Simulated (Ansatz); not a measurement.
Dissociation curves of CH3I (methyl iodide)

CH3I: 5 atoms, total charge 0, spin state singlet. SMILES: `CI`. The coordinates come from a PBE0-D4/def2-TZVP relaxation.

```xyz
5

C    -0.0441   -0.1627    0.1532
I     0.3681    1.3581   -1.2785
H     0.7607   -0.8896    0.1034
H    -0.0882    0.3074    1.1306
H    -0.9964   -0.6132   -0.1088
```

The C1–I2 distance is scanned; the parts on either side stay rigid. Basis STO-3G, 19 core orbitals frozen in the correlated methods; program Ansatz 0.2.0. FCI is exact within this basis and core. Energies in eV from each method's value at 2.129 Å; methods without a U are spin-restricted. The shape above is that at 2.129 Å.

```tsv
distance (Å)	BLYP	r2SCAN	HSE06	CCSD	BCCD(T)
2.129	0.00	0.00	0.00	0.00	0.00
2.661	1.20	1.48	1.63	1.36	1.34
3.193	2.99	3.48	3.77	2.80	2.75
4.258	4.64	5.23	5.70	3.28	3.20
5.322	4.87	5.47	6.02	3.28	3.20
```

Q: Estimate the FCI curve, and say how far off each method is.

A: 
```tsv
distance (Å)	FCI
2.129	0.00
2.661	1.34
3.193	2.75
4.258	3.24
5.322	3.25
```

Departure from the FCI curve at its largest: BLYP +1.62 eV at 5.32 Å; r2SCAN +2.22 eV at 5.32 Å; HSE06 +2.77 eV at 5.32 Å; CCSD +0.05 eV at 3.19 Å; BCCD(T) -0.05 eV at 5.32 Å. Restricted functionals keep the electrons paired too, and rise too high.
